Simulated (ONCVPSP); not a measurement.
Reading a pseudo-wave (S (Z = 16))

Columns: radius, all-electron u(r) and pseudo u(r) of the 2p shell (level -162.08 eV) of sulfur in the configuration [He] 2s2 2p6 3s2 3p3.5; LDA (Perdew-Wang 92), scalar-relativistic, ONCV scheme, ONCVPSP 4.0.1.

```
r (bohr)  all-electron  pseudo
   0.042        0.1670  0.0769
   0.085        0.4919  0.2940
   0.128        0.8174  0.5996
   0.170        1.0774  0.9186
   0.212        1.2641  1.1985
   0.255        1.3823  1.4031
   0.298        1.4381  1.5104
   0.340        1.4449  1.5305
   0.382        1.4161  1.4886
   0.425        1.3605  1.4087
   0.467        1.2892  1.3149
   0.510        1.2055  1.2157
   0.552        1.1182  1.1209
   0.595        1.0270  1.0271
   0.638        0.9368  0.9365
   0.680        0.8515  0.8513
   0.722        0.7704  0.7702
   0.765        0.6924  0.6922
   0.807        0.6216  0.6215
   0.850        0.5548  0.5547
   0.892        0.4952  0.4951
   0.935        0.4398  0.4396
   0.977        0.3907  0.3906
   1.020        0.3455  0.3455
   1.062        0.3059  0.3058
   1.105        0.2697  0.2696
```

How many radial nodes do the two functions have?

The all-electron 2p function has n − l − 1 = 0; the pseudo-wave has 0.

At about which radius was the pseudo-wave matched?

0.65 bohr. The columns agree to 0.0005 from 0.59 bohr on; several derivatives are matched, so the curves merge somewhat inside the radius.

Is the pseudo-wave norm-conserving?

Yes: the ONCV scheme keeps the norm inside the radius equal to the all-electron one, which fixes the energy derivative of the logarithmic derivative at the level.
